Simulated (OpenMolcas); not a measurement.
Pt2+ with its 6 nearest oxide ions at 2.259 Å, on the Ca site of CaO (a = 4.8105 Å, distance in the model lattice 2.405 Å). The rest of the host is ab initio model potentials to 7.6 Å, with orthogonalisation functions on the cations behind the ligands, and point charges beyond; the distance is set by hand and nothing relaxes. Ligand basis ANO-RCC-VDZP.

| Property | Result |
| --- | --- |
| Program | OpenMolcas 26.06 |
| Method | CASSCF |
| Basis | ANO-RCC-VTZP [8s7p5d3f1g] |
| Scalar Hamiltonian | DKH2, point nucleus |
| Active space | 8 electrons in 5 orbitals (5d) |
| State averaging | 2S+1 = 3 even, 10 roots; 2S+1 = 1 even, 15 roots |
| Spin-orbit coupling | RASSI with atomic mean-field integrals over the reference wave functions |

Q: What is the spin-free ground state (labels of O, the rotations of Oh)?

A: 3A2, 1-fold in its orbital part; it has the highest spin that d8 allows.

Q: Where is the first state of the same spin?

A: 3T2 at 19700 cm-1 above the ground state.

Q: What are the lowest two levels with spin-orbit coupling?

A: A 3-fold level T2, then a 2-fold level E 10063 cm-1 above it. Their leading multiplicities are 3 (99 %) and 1 (80 %).

Q: What is χT at 300 K, and how does it compare with the textbook value?

A: The lowest level has 2S+1 = 3, for which the spin-only value is χT = S(S+1) / 2 = 1.000 cm3 K/mol (g = 2). The computed 1.542 at 300 K differs by +0.542, through orbital momentum, spin-orbit coupling and any other state in reach.

Q: Which ligand-field parameters describe the states?

A: A least-squares ligand-field fit to the states below 45000 cm-1, each weighted by its degeneracy and with a free common offset, gives 10Dq = 19451 cm-1, B = 745 cm-1 and C = 2671 cm-1 (C/B = 3.59), with an rms deviation of 66 cm-1. The same method and metal basis give the free ion B = 865 cm-1 (fit to its terms below 60000 cm-1, rms deviation 8 cm-1), so the nephelauxetic ratio is β = 745 / 865 = 0.86; it hangs on how both fits weigh the states, and computed free-ion B values tend to be too large, so β mixes covalency with correlation.

Without dynamic correlation the repulsion within the d shell is too large (B by tens of per cent), so at a given field states of lower spin stand too high. Real 4d8 and 5d8 ions are as a rule square planar and diamagnetic. The least metal-like active orbital is 81 % on the metal (Löwdin) and no ligand orbital is active, so the numbers are rough. With metal d orbitals alone the field can be off either way by tens of per cent. Ligand-to-metal charge-transfer states are missing. With no ligand orbital active B as a rule stays too high, so bands that hang on it stand too high and its fall with covalency is understated. No measured value stands beside these numbers; the geometry was set by hand and not optimised.
